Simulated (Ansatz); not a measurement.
Two isomers of CH3FOSeSi: A = `FC1([SeH])O[SiH2]1`, B = `OC1(F)[SiH2][Se]1`.

Isolated molecules relaxed with PBE0-D4/def2-TZVP in Ansatz; ΔE leaves out vibrations. CCSD(T)/CBS adds triple-zeta CCSD(T) − MP2 to the extrapolated MP2 energy (def2 sets, frozen cores). Functionals use def2-TZVPP. For Se outer-core shells are correlated without core-valence functions, which leaves a few kJ/mol of doubt a bond. Scalar relativity is left out up to krypton. One conformer a species, not always the lowest.

Which isomer does CCSD(T)/CBS put lower? Give the gap. (Estimate.)

The calculation gave: B, by 50.1 kJ/mol.

Give E(B) − E(A) in kJ/mol with r2SCAN-D4, PBE-D4, CCSD/def2-TZVPP, CCSD(T)/def2-TZVPP, HF/def2-TZVPP, ωB97M-V, B2PLYP. (An estimate is asked.)

Computed: r2SCAN-D4 -52.4, PBE-D4 -54.7, CCSD/def2-TZVPP -42.9, CCSD(T)/def2-TZVPP -44.7, HF/def2-TZVPP -45.6, ωB97M-V -45.5, B2PLYP -46.2. None reverses the order clearly.

Largest T1 diagnostic: 0.013.

From PBE to PBE0 (25 % exact exchange), in def2-TZVPP and without D4, E(B) − E(A) moves by −3.4 kJ/mol.
